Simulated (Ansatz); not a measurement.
H₇NSiSn (`[SiH3][NH][SnH3]`), relaxed with RKS PBE0-D4/def2-TZVP in Ansatz 0.2.0 from a PBE-D4/def2-SVP geometry. The force threshold is 0.005 eV/Å; the program also tests the step.

Charge 0, multiplicity 1. Sn takes the def2 core potential.

Start:

```xyz
10

Si    1.632    0.237   -0.286
N    -0.071    0.384   -0.639
Sn   -1.623   -0.415    0.469
H     2.444    0.295   -1.558
H     1.831   -1.100    0.380
H     2.202    1.291    0.642
H    -0.353    1.190   -1.208
H    -3.026   -0.257   -0.525
H    -1.845    0.435    1.965
H    -1.192   -2.059    0.759
```

```tsv
step	energy (eV)	largest force (eV/Å)	largest move (Å)
1	-15309.0411	0.547	0.000
2	-15309.0861	0.363	0.080
3	-15309.0955	0.105	0.021
4	-15309.0962	0.034	0.009
5	-15309.0970	0.022	0.036
6	-15309.0974	0.033	0.049
7	-15309.0977	0.025	0.029
8	-15309.0980	0.021	0.022
9	-15309.0982	0.035	0.040
10	-15309.0983	0.018	0.015
11	-15309.0983	0.014	0.003
12	-15309.0984	0.001	0.008
13	-15309.0985	0.007	0.021
14	-15309.0985	0.009	0.051
15	-15309.0986	0.013	0.025
16	-15309.0986	0.013	0.031
17	-15309.0987	0.030	0.044
18	-15309.0987	0.040	0.027
19	-15309.0988	0.028	0.005
20	-15309.0988	0.007	0.007
21	-15309.0989	0.005	0.022
22	-15309.0989	0.013	0.040
23	-15309.0989	0.008	0.006
24	-15309.0989	0.005	0.004
25	-15309.0989	0.003	0.011
26	-15309.0989	0.003	0.007
```

End:

```xyz
10

Si    1.606    0.278   -0.248
N    -0.069    0.450   -0.565
Sn   -1.590   -0.450    0.424
H     2.391   -0.021   -1.480
H     1.742   -0.860    0.702
H     2.231    1.480    0.377
H    -0.359    1.160   -1.221
H    -2.999   -0.078   -0.461
H    -1.688    0.162    2.018
H    -1.264   -2.122    0.453
```

Run time 120 s (2 threads of an Arm Neoverse V1 on a shared host); peak host memory 0.37 GiB.
